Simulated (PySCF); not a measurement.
CH₅S, SMILES C[SH2+], charge +1. Atoms are numbered in the order given.

```xyz
7

C     -1.2002    -0.0293     0.0000
S      0.6207     0.1112     0.0000
H     -1.5395     0.4936     0.8923
H     -1.5395     0.4936    -0.8923
H     -1.5023    -1.0718     0.0000
H      0.9256    -0.7596     0.9898
H      0.9256    -0.7596    -0.9898
```
Charge +1, spin multiplicity 1.

Coordinates come from a B3LYP-D3(BJ)/def2-TZVP optimisation. The isomer is the one that the SMILES or the coordinates give; other isomers of the formula were not compared.

Level of theory: PBE0/def2-TZVPD in PySCF.

Mulliken values depend strongly on the basis, most of all with diffuse functions as here. Atomic charges (e):

```csv
atom,IAO,Mulliken
C1,[?],-0.47
S2,[?],-0.02
H3,[?],0.27
H4,[?],0.27
H5,[?],0.29
H6,[?],0.33
H7,[?],0.33
```

Q: Some entries are withheld; supply them. (Estimate from the structure and the level; the computed values follow.)

A: 
- C1, IAO: -0.52
- S2, IAO: 0.52
- H3, IAO: 0.22
- H4, IAO: 0.22
- H5, IAO: 0.22
- H6, IAO: 0.17
- H7, IAO: 0.17
